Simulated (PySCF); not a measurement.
# MgBr at UHF-SCS-MP2

Computed with UHF-SCS-MP2; basis Mg cc-pVDZ, Br cc-pVDZ-PP with ECP10; scalar-relativistic core potentials; PySCF 2.14.

```
state                          : ²Σ⁺ (doublet), unpaired electrons σ ↑
bond length                    : 4.494 bohr
harmonic wavenumber            : 378 cm⁻¹
force constant                 : 1.54 mdyn/Å
rotational constant Be         : 0.1621 cm⁻¹
anharmonicity ωexe             : 1.27 cm⁻¹
vibration–rotation constant αe : 0.000820 cm⁻¹
well depth De to Mg + Br       : 253 kJ/mol
dissociation energy D0         : 251 kJ/mol
```

Correlated steps freeze 5 core orbitals. Correlated levels converge slowly with the basis: in double zeta they bind strong bonds too weakly, by up to about 1 eV, and carry superposition errors of some tenths. Spin–orbit coupling is left out. The state was picked by a PBE0 search and need not be the measured ground state.
